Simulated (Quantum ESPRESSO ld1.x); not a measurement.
Problem. The table gives one normalised radial function P(r) = r R(r) of Pm2+ in [Xe] 4f5 (r in bohr). Method: scalar-relativistic Kohn-Sham, PBEsol, spin-unpolarised, spherical densities, point nucleus; computed with ld1.x of Quantum ESPRESSO 7.5.

r,P
0.00331,0.2333
0.003822,0.2559
0.004379,0.2777
0.005058,0.3007
0.005794,0.3215
0.006692,0.3417
0.007667,0.3577
0.008854,0.3698
0.01014,0.3749
0.01162,0.3717
0.01342,0.3570
0.01538,0.3299
0.01776,0.2847
0.02035,0.2244
0.0235,0.1409
0.02692,0.0435
0.03109,-0.0767
0.03562,-0.2012
0.04081,-0.3283
0.04713,-0.4530
0.05399,-0.5460
0.06236,-0.5990
0.07144,-0.5884
0.08251,-0.4976
0.09453,-0.3309
0.1092,-0.0770
0.1251,0.2111
0.1433,0.5044
0.1655,0.7602
0.1896,0.8884
0.219,0.8492
0.2509,0.6240
0.2897,0.2060
0.3319,-0.2957
0.3833,-0.8363
0.4392,-1.2515
0.5031,-1.4942
0.5811,-1.5279
0.6657,-1.3724
0.7688,-1.0819
0.8808,-0.7708
1.017,-0.4759
1.165,-0.2673
1.346,-0.1263
1.542,-0.0540
1.767,-0.0198
2.04,-0.0057
2.338,-0.0014
2.7,-0.0003
3.093,0.0000
3.572,0.0000
4.092,0.0000
4.726,0.0000
5.415,0.0000

Which n and l does it have? It may be an empty orbital.

Solution. n = 4, l = 0: the number of nodes gives n - l - 1 = 3, the rise at small r (about r^(l+1), flatter next to the nucleus through relativity) gives l, and the extent must fit the shell. The curve is that of 4s. 4s: eigenvalue -329.99 eV, 3 radial nodes at r = 0.0284, 0.113, 0.307 bohr, <r> = 0.593 bohr, 90 % of the charge inside 0.852 bohr.
